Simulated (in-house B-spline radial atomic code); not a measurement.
Values are calculated unless marked as measured or tabulated.
## Impurity-limited mobility of n-type InAs at n = 4.4749e15 cm⁻³, compensation 0.5

For InAs the NSM archive of the Ioffe Institute lists m* = 0.023 m0 and ε = 15.15.

One parabolic, isotropic band at zero temperature, uniform dielectric constant, impurities scattering independently, no phonons and no central-cell term; real bands flatten as E_F rises, which lowers the mobility at the highest densities. In effective units each ion is a point charge Z in an electron gas; its screened potential is solved self-consistently in the LDA with open boundaries (B-splines, partial waves to l = 16), which gives the phase shifts δ_l at the Fermi level.

(1) Put the electron gas into effective units.

Self-consistent phase shifts (rad):

```csv
l,"donor, Z = +1","acceptor, Z = −1"
0,0.6676,-0.5292
1,0.1591,-0.1712
2,0.0471,-0.0570
3,0.0154,-0.0195
4,0.0053,-0.0068
5,0.0019,-0.0024
6,0.0007,-0.0009
7,0.0002,-0.0003
8,0.0001,-0.0001
```

With all partial waves the Friedel sums are 1.000 and -1.002, and Σ (l + 1) sin²(δ_l − δ_(l+1)) is 0.26551 for the donor and 0.15373 for the acceptor. The screened donor binds no level.

(2) Find the transport cross sections, and compare them with the Born approximation for Thomas-Fermi screening (Brooks-Herring).

(3) With N_A/N_D = 0.5 and n = N_D − N_A, what are the mobility and the resistivity?

## Answers

(1) a* = 0.0529177 nm × 15.15/0.023 = 34.86 nm and Ha* = 27211.386 meV × 0.023/15.15² = 2.727 meV. From 4π (r_s a*)³/3 = 1/n, r_s = 1.080. Then k_F = 1.91916/r_s = 1.7770 per a*, E_F = k_F²/2 = 1.5789 Ha* = 4.31 meV, and Mott's number n^(1/3) a* = 0.574.

(2) σ_tr = (4π/k_F²) × sum: 1.057 a*² for the donor and 0.6118 a*² for the acceptor. Thomas-Fermi gives q_s² = 4k_F/π = 2.2625, so b = 4k_F²/q_s² = 5.583, and σ_Born = (2π/k_F⁴)(ln(1 + b) − b/(1 + b)) = 0.6301 × 1.0363 = 0.653 a*² for either sign. The donor scatters 1.62 times and the acceptor 0.94 times as much. Two things differ from Brooks-Herring. First order with Lindhard's response and the LDA kernel gives 1.36 times σ_Born for either sign: screening weakens at large momentum transfer, and the exchange-correlation potential of the screening charge adds to the ion's own, which is the larger part in a thin gas. Higher orders then split the signs, leaving the donor at 1.19 and the acceptor, which keeps the electrons out, at 0.69 of that.

(3) N_D = 8.95e15 and N_A = 4.47e15 cm⁻³. μ = e/(ħ k_F Σ N σ_tr), with e/ħ = 15.193 cm²/(V·s) per nm². Here k_F = 0.05098 nm⁻¹, a*² = 1215 nm², 1 cm⁻³ = 1e-21 nm⁻³, and Σ N σ_tr = 0.01482 nm⁻¹, a mean free path of 67.5 nm. So μ = 20100 cm²/(V·s) and ρ = 1/(n e μ) = 0.0693 Ω·cm. Brooks-Herring would give 28000 cm²/(V·s). k_F times the mean free path is 3.4.
